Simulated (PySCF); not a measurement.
CH6O3Si, SMILES C[Si](O)(O)O.

Geometry optimised at B3LYP-D3(BJ)/def2-SVP. The geometry has at least one imaginary mode, so it is a saddle point at that level. One conformer was computed; it need not be the lowest.

Two levels are set side by side: PBE/def2-TZVP (PySCF) and CAM-B3LYP/def2-TZVP (PySCF). Same geometry, gas phase. Differences are taken from unrounded values.

| quantity | CAM-B3LYP |
|---|---|
| orbital gap (eV) | 11.38 |
| highest occupied level (eV) | -10.07 |
| lowest empty level (eV) | 1.31 |
| dipole moment (D) | 1.42 |
| mean polarisability (bohr³) | 44.8 |

Task: What does PBE give, and how far is it from CAM-B3LYP? (Estimate from the structure and the level; the computed values follow.)

Result: 
```json
[
 {"quantity": "orbital gap (eV)", "PBE": "6.70", "PBE minus CAM-B3LYP": "-4.67"},
 {"quantity": "highest occupied level (eV)", "PBE": "-7.00", "PBE minus CAM-B3LYP": "3.07"},
 {"quantity": "lowest empty level (eV)", "PBE": "-0.29", "PBE minus CAM-B3LYP": "-1.60"},
 {"quantity": "dipole moment (D)", "PBE": "1.34", "PBE minus CAM-B3LYP": "-0.08"},
 {"quantity": "mean polarisability (bohr³)", "PBE": "47.6", "PBE minus CAM-B3LYP": "2.8"}
]
```

PBE's occupied levels lie high since its potential decays too fast outside the molecule; exact exchange lowers them and widens the gap. Loosely held outer electrons make PBE densities more polarisable. Differences between two approximate levels are no errors against the true value.

Rough cost on one machine, each run with all the roots and properties that it gave: CAM-B3LYP against PBE within a factor of 2.
